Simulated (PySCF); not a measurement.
**Structure and vertical S1–T1 gap**

Method: TDA CAM-B3LYP/aug-cc-pVDZ excited states, vertical, gas phase (PySCF). Geometry: PBE0-D3(BJ)/def2-SVP.

Each molecule in one low-energy conformer.

Scalar relativity is left out, which matters for the atoms heavier than Zn.

How does the vertical S1–T1 gap change along this series?
- CC(=O)c1cccc(O)c1 (H on C replaced by OH)
- CC(=O)c1cccc(F)c1 (H on C replaced by F)
- CC(=O)c1cccc(Br)c1 (H on C replaced by Br)


```csv
molecule,S1 (eV),S1 from,f(S1),T1 (eV),T1 from,S1 − T1 (eV),S0–T1 spin-orbit coupling (cm⁻¹),S1–T1 spin-orbit coupling (cm⁻¹)
CC(=O)c1cccc(O)c1,4.00,HOMO−1→LUMO,0.000,3.42,HOMO→LUMO,0.57,3.33,13.18
CC(=O)c1cccc(F)c1,3.98,HOMO−1→LUMO,0.000,3.46,HOMO−1→LUMO,0.52,48.10,0.18
CC(=O)c1cccc(Br)c1,3.98,HOMO−1→LUMO,0.000,3.46,HOMO−1→LUMO,0.52,49.56,0.41
```
The vertical S1–T1 gap is lowest for CC(=O)c1cccc(Br)c1 and highest for CC(=O)c1cccc(O)c1.
